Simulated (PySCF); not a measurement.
SMILES CO[SiH2]C(C)C (C₄H₁₂OSi) (GFN2-xTB optimised geometry):

```
18

C      2.335     0.972     1.858
O      1.059     0.694     1.371
Si     0.680    -0.086     0.000
C     -1.218    -0.086     0.000
C     -1.797     1.327     0.000
C     -1.739    -0.865    -1.202
H      2.886     1.608     1.162
H      2.902     0.050     2.007
H      2.229     1.488     2.813
H      1.225    -1.451     0.002
H      1.229     0.610    -1.173
H     -1.575    -0.590     0.904
H     -1.501     1.860    -0.902
H     -1.441     1.886     0.862
H     -2.886     1.297     0.034
H     -1.364    -1.886    -1.194
H     -1.417    -0.395    -2.128
H     -2.828    -0.900    -1.200
```

Calculation: CAM-B3LYP/def2-SVP (PySCF 2.14.0).

### Question
What are the frontier orbital energies and the dipole moment?

### Answer
HOMO-2 -10.25 eV, HOMO-1 -9.31 eV, HOMO -9.21 eV, LUMO 2.15 eV, LUMO+1 2.80 eV; dipole moment 0.70 D.

Meta-Löwdin charges at CAM-B3LYP/def2-SVP: C1 -0.06, O2 -0.61, Si3 0.88, C4 -0.27, C5 -0.28, C6 -0.28, H7 0.09, H8 0.09, H9 0.11, H10 -0.15, H11 -0.15, H12 0.09, H13 0.09, H14 0.10, H15 0.09, H16 0.09, H17 0.09, H18 0.09.
